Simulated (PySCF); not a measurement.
## Oxygen: a sound run and one with changed settings

Sound run: O⁺ [He] 2s2 2p3, O²⁺ [He] 2s2 2p2. All numbers are calculated (PySCF 2.14, scalar relativity by spin-free X2C-1e, in x2c-SVPall). In the sound run the correlated levels freeze 1s2. The sound run starts from symmetry-adapted Hartree-Fock orbitals and uses a fine grid where one is needed.

Changed run: basis STO-3G, all-electron and non-relativistic. This setting is unsound on purpose.

| species | method | sound run (hartree) | changed run (hartree) | converged |
| --- | --- | --- | --- | --- |
| O⁺ | UHF | -74.32809 | -73.44358 | yes |
| O⁺ | LDA | -73.97209 | -73.04232 | yes |
| O⁺ | PBE | -74.45727 | -73.52932 | yes |
| O⁺ | MP2 | -74.39708 | -73.44358 | yes |
| O²⁺ | UHF | -73.05232 | -72.10797 | yes |
| O²⁺ | LDA | -72.65844 | -71.68829 | yes |
| O²⁺ | PBE | -73.15456 | -72.17774 | yes |
| O²⁺ | MP2 | -73.10718 | -72.11973 | yes |
| O²⁺ | CCSD(T) | -73.13052 | -72.12986 | yes |

Ionisation energy of O⁺:

```csv
method,sound run (eV),changed run (eV)
UHF,34.716,36.344
LDA,35.746,36.845
PBE,35.449,36.778
MP2,35.100,36.024
SCS-MP2,34.902,35.960
```

A minimal basis cannot let orbitals breathe on ionisation and holds almost no correlation. The Hamiltonian changed with the basis, so the totals do not compare.

For comparison, NIST gives 35.121 eV between the lowest levels.
